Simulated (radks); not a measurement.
Dy, 66 electrons, occupied as [Xe] 4f7 5d2 6s2 6p1 (not the ground configuration). Method: Dirac Kohn-Sham, PBE, spin-unpolarised, spherical densities, point nucleus; open shells are shared between the two j in proportion to 2j + 1; computed with a radial shooting solver on a logarithmic mesh with Libxc functionals.

X-ray form factor f0, the Fourier transform of the density (f0(0) = 66):

sin(theta)/lambda (1/angstrom),f0 (electrons)
0.05,64.458
0.1,61.088
0.15,57.440
0.2,53.953
0.25,50.622
0.3,47.436
0.4,41.658
0.5,36.823
0.6,32.809
0.8,26.479
1,21.875
1.25,18.093
1.5,15.689
2,12.163
